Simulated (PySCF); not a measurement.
Mo(O)(NH)(Cl)(Br) (BrClHMoNO), SMILES [NH]=[Mo]([Br])(=[O])[Cl], multiplicity 1.

Geometry: PBE0-D3(BJ)/def2-SVP. The multiplicity is an assumed one; no other spin state was optimised. The structure was generated by enumeration; whether it is a known compound was not checked. The def2 effective core potentials stand for the cores of Mo; spin–orbit coupling is left out.

Computed with PBE0-D3(BJ)/def2-SVP in PySCF.

Frequencies are harmonic and unscaled.

### Question
Give all harmonic wavenumbers and intensities. (Estimate from the structure and the level; the computed values follow.)

### Answer

| mode | ν (cm⁻¹) | IR (km/mol) | Raman (Å⁴/amu) | depolarisation | moving atoms (share of kinetic energy) |
|---|---|---|---|---|---|
| 1 | 94 | 0.5 | 3.3 | 0.75 | Cl 53 %, Br 25 %, Mo 18 % |
| 2 | 163 | 0.7 | 2.7 | 0.71 | Mo 30 %, N 24 %, O 23 %, Cl 10 %, Br 9 % |
| 3 | 203 | 0.9 | 2.1 | 0.62 | O 64 %, Br 19 % |
| 4 | 208 | 4.5 | 6.4 | 0.74 | N 57 %, Cl 13 %, H 12 %, O 11 % |
| 5 | 285 | 15.9 | 4.7 | 0.39 | Br 28 %, O 20 %, Mo 17 %, Cl 16 %, N 12 %, H 8 % |
| 6 | 347 | 30.6 | 5.7 | 0.32 | Mo 29 %, O 26 %, H 22 %, Br 12 %, N 11 % |
| 7 | 423 | 46.8 | 3.9 | 0.09 | Cl 60 %, Mo 31 % |
| 8 | 534 | 142.9 | 0.8 | 0.14 | H 60 %, N 31 % |
| 9 | 672 | 121.4 | 2.0 | 0.75 | H 75 %, N 20 % |
| 10 | 1021 | 106.4 | 27.6 | 0.30 | N 67 %, Mo 17 %, O 10 % |
| 11 | 1075 | 120.2 | 33.0 | 0.01 | O 76 %, Mo 12 %, N 11 % |
| 12 | 3602 | 246.6 | 155.0 | 0.36 | H 93 % |
